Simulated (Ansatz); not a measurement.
An input meant for the cluster Ta₂N₂ (charge 0, triplet; atoms displaced at random, 0.03 Å in each coordinate).

```yaml
crystal:
  periodic: [false, false, false]
  atoms:
    - {symbol: Ta, position_ang: [1.394758, 0.054750, -0.043041]}
    - {symbol: Ta, position_ang: [-1.400779, 0.029640, 0.031024]}
    - {symbol: N, position_ang: [-0.011201, 1.296431, 0.142195]}
    - {symbol: N, position_ang: [-0.041189, -1.267679, -0.071584]}
basis:
  gaussian: {orbitals: def2-SVPD}
magnetization: {spin_polarized: true, initial_magnetization: 2}
hamiltonian: {xc: {name: RPBE}}
outputs: {forces: true}
```

```sh
$ ansatz run in.yaml --threads 4 --pin off --events-out ev --progress --plain --max-ram 3916MiB
```

(1) Predict how Ansatz answers.

Results:

(1) The input was rejected before any iteration. The input holds a key that doesn't belong there.
```
Error: YAML parse error: error: line 12 column 1: unknown field `outputs`, expected one of crystal, accuracy, basis, kpoints, hamiltonian, magnetization, projection, total_charge, correlation, batch, efield, external_charges, scf, relax, neb, saddle, md, ramp, phonons, dielectric, real_time, elastic, magnetic_configurations, gw, evaluate, workflow, output, checkpoint, execution
10 | magnetization: {spin_polarized: true, initial_magnetization: 2}
11 | hamiltonian: {xc: {name: RPBE}}
12 | outputs: {forces: true}
```
